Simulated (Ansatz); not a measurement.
Program: Ansatz. Geometries: PBE0-D4/def2-TZVP. ΔE: electronic, gas phase. CBS: MP2 limit from def2 TZ/QZ plus the TZ coupled-cluster correction, frozen cores. DFT in def2-TZVPP. For Se outer-core shells are correlated without core-valence functions, which leaves a few kJ/mol of doubt a bond. Scalar relativity is left out up to krypton.

Reaction (ligand exchange at a B–C bond): `BC1OC1=C` + H₂Se → `B[SeH]` + `C=C1CO1`

`BC1OC1=C`:

Z-matrix (Å, degrees):
```
C
O 1 1.495
C 1 1.456 2 53.3
B 1 1.531 2 117.7 3 99.7
H 1 1.087 2 111.9 3 -106.0
C 3 1.315 1 153.4 2 179.0
H 4 1.195 1 118.9 2 -178.4
H 4 1.192 1 119.7 2 -2.1
H 6 1.082 3 120.6 1 178.9
H 6 1.080 3 119.9 1 -0.0
```

H₂Se:

Z-matrix (Å, degrees):
```
Se
H 1 1.467
H 1 1.467 2 91.2
```

`B[SeH]`:

Z-matrix (Å, degrees):
```
B
Se 1 1.899
H 1 1.189 2 121.0
H 1 1.191 2 115.7 3 180.0
H 2 1.470 1 97.7 3 0.0
```

`C=C1CO1`:

```xyz
8

C     1.315   -0.482   -0.279
C     0.067   -0.078   -0.195
C    -1.098    0.461    0.432
O    -1.029    0.031   -0.966
H     1.710   -0.875   -1.206
H     1.956   -0.424    0.588
H    -1.720   -0.167    1.062
H    -1.201    1.534    0.564
```

Is it downhill or uphill in electronic energy at CCSD(T)/CBS, and by how much? (Best estimate.)

The calculation gave: Downhill: ΔE = -0.81 eV.

What do these levels give: r2SCANh-D4, r2SCAN, CCSD/def2-SVP, CCSD(T)/def2-SVP, MP2/def2-QZVPP, MP2/CBS(def2)? (An estimate is asked.)

Ansatz gave: r2SCANh-D4 -0.78, r2SCAN -0.78, CCSD/def2-SVP -0.79, CCSD(T)/def2-SVP -0.79, MP2/def2-QZVPP -0.81, MP2/CBS(def2) -0.82 eV.

What do rigid-rotor, harmonic-oscillator terms from PBE0-D4/def2-TZVP frequencies (298.15 K, 1 bar) make of the CCSD(T)/CBS value? (An estimate is asked.)

Computed: ΔZPE = +0.13 eV, ΔH = -0.70 eV, ΔS = 7 J/(mol·K), ΔG = -0.72 eV.

Largest T1 diagnostic among the species: 0.014.

In def2-TZVPP, CCSD(T) changes the Hartree–Fock value by −0.05 eV (the triples alone add −0.01 eV) and MP2 by −0.06 eV. Leaving LDA and LC-ωPBE aside and taking each functional with its dispersion term where it has one, the values, not all of them listed here, spread over 0.09 eV, from PBE-QIDH to CAM-B3LYP-D4. LDA lies +0.04 eV from PBE without D4.
